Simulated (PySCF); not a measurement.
Harmonic spectrum computed at PBE in the def2-TZVP basis family (core potentials from Rb on, PySCF, no spin–orbit coupling):

```tsv
ω (cm⁻¹)	IR (km/mol, summed over degenerate members)	degeneracy
106	101	2
315	0.0	1
607	140	1
```

Which molecule gave it? In each, all ligands are bound to the one heavy central atom.
A. CoCl₂ (quartet)
B. FeCl₂ (quintet)
C. MnCl₂ (sextet)
D. MgCl₂ (singlet)

D. It has D∞h symmetry with Mg–Cl 2.183 Å (×2).
